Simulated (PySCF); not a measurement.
C2H6ClFOSi, SMILES C[C@H](O)[Si@H](F)Cl.

Geometry: PBE0-D3(BJ)/def2-SVP. The structure was generated by enumeration; whether it is a known compound was not checked. Other conformers were not sampled.

Two levels are set side by side: PBE/def2-TZVP (PySCF) and PBE0/def2-TZVP (PySCF). Same geometry, gas phase. Differences are taken from unrounded values.

```
quantity                      PBE0
---------------------------  -----
orbital gap (eV)              8.82
highest occupied level (eV)  -8.36
lowest empty level (eV)       0.46
dipole moment (D)             3.55
mean polarisability (bohr³)   63.2
```

Q: What does PBE give, and how far is it from PBE0? (The exact figures need the calculation; the answer reports its results.)

A: 
```tsv
quantity	PBE	PBE minus PBE0
orbital gap (eV)	6.23	-2.59
highest occupied level (eV)	-6.70	1.66
lowest empty level (eV)	-0.47	-0.93
dipole moment (D)	3.38	-0.17
mean polarisability (bohr³)	65.9	2.8
```

PBE's occupied levels lie high since its potential decays too fast outside the molecule; exact exchange lowers them and widens the gap. Loosely held outer electrons make PBE densities more polarisable. Differences between two approximate levels are no errors against the true value.

Rough cost on one machine, each run with all the roots and properties that it gave: PBE0 against PBE within a factor of 2.
